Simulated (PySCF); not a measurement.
C₄H₆BF.
Atom-mapped SMILES: `[CH2:1]=[C:2]=[CH:3][CH2:4][BH:5][F:6]` (hydrogens: H7, H8 on C1; H9 on C3; H10, H11 on C4; H12 on B5)

A GFN2-xTB structure with every atom displaced at random (by about 0.01 Å) was refined with PBE0-D3(BJ)/def2-SVP geometry optimisation, gas phase in PySCF. Values at the start:

```tsv
coordinate	start
C1=C2	1.274 Å
C1–H7	1.099 Å
C2=C3	1.287 Å
C3–C4	1.550 Å
C3–H9	1.061 Å
C4–B5	1.545 Å
C4–H10	1.084 Å
C4–H11	1.116 Å
B5–F6	1.318 Å
B5–H12	1.173 Å
C1–C2–C3	178.4°
C2–C3–C4	124.5°
C3–C4–B5	115.6°
C4–B5–F6	117.9°
C2–C3–C4–B5	-121°
C3–C4–B5–F6	166°
```

Q: How do these coordinates change at the PBE0-D3(BJ)/def2-SVP level?

A: 
| coordinate | PBE0-D3(BJ)/def2-SVP (Å or °) | change |
| --- | --- | --- |
| C3–C4 | 1.502 | -0.048 |
| B5–H12 | 1.213 | +0.040 |
| C3–H9 | 1.099 | +0.038 |
| C1=C2 | 1.309 | +0.035 |
| C4–H10 | 1.112 | +0.028 |
| C2=C3 | 1.311 | +0.024 |
| C4–B5 | 1.567 | +0.022 |
| C4–H11 | 1.102 | -0.014 |
| B5–F6 | 1.325 | +0.007 |
| C1–H7 | 1.096 | -0.003 |
| C1–C2–C3 | 179.8 | +1.4 |
| C4–B5–F6 | 118.9 | +1.0 |
| C2–C3–C4 | 125.4 | +0.9 |
| C3–C4–B5 | 115.1 | -0.5 |
| C2–C3–C4–B5 | -124 | -3 |
| C3–C4–B5–F6 | 164 | -2 |

The energy falls by 5.0 kcal/mol over 7 energy and gradient evaluations, the largest force component goes from 0.0478 to 2.0e-04 Eh/bohr, and the atoms move by 0.057 Å rms after alignment. The bond that changes most is C3–C4 (outer carbon of cumulated double bonds to sp3 carbon bound to boron), which shortens by 0.048 Å. Bonds longer at the end by more than 0.005 Å: 8 of 11; shorter: 2. Rotational constants go from 13862, 1323, 1285 to 14016, 1298, 1263 MHz.

The run used 114 basis functions and 45 SCF cycles in all.

No frequency check. The numbers are those of one conformer.

Shape of the structure used: `[CH2:1]=[C:2]=[CH:3][CH2:4][BH:5][F:6]`: C2–C3–C4–B5 -124°, C3–C4–B5–F6 164°.
